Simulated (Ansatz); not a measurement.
CH₆GeN (`C[N][GeH3]`) radical, relaxed with UKS PBE-D4/def2-SVP in Ansatz from a rough embedded geometry. The force threshold is 0.03 eV/Å; the program also tests the step.

The species carries charge 0 and has multiplicity 2.

Start:

```xyz
9

C    -0.220    0.804   -1.040
N     0.787   -0.158   -0.703
Ge    0.356   -0.835    0.955
H    -0.004    1.248   -2.053
H    -0.262    1.665   -0.389
H    -1.241    0.317   -1.183
H     0.269    0.342    2.033
H     1.393   -1.825    1.452
H    -1.077   -1.558    0.927
```

```csv
step,energy (eV),largest force (eV/Å),largest move (Å)
1,-59119.6471,2.378,0.000
2,-59119.8239,0.626,0.076
3,-59119.8429,0.250,0.045
4,-59119.8458,0.164,0.028
5,-59119.8465,0.056,0.036
6,-59119.8469,0.075,0.029
7 (rejected),-59119.8424,0.362,0.196
8 (rejected),-59119.8462,0.137,0.070
9,-59119.8483,0.018,0.034
10,-59119.8500,0.125,0.098
11,-59119.8512,0.141,0.051
12,-59119.8526,0.105,0.035
13,-59119.8545,0.182,0.097
14,-59119.8550,0.202,0.055
15,-59119.8564,0.169,0.012
16,-59119.8577,0.092,0.076
17,-59119.8587,0.048,0.035
18,-59119.8591,0.028,0.027
```

End:

```xyz
9

C    -0.212    0.862   -1.120
N     0.288   -0.423   -0.752
Ge    0.280   -0.898    1.059
H     0.299    1.236   -2.039
H    -0.199    1.667   -0.342
H    -1.287    0.749   -1.427
H     0.104    0.329    2.011
H     1.619   -1.623    1.343
H    -0.892   -1.899    1.267
```

Hardware: 4 threads of an Arm Neoverse V1 on a shared host. Wall time 28 s, peak host memory 0.16 GiB.
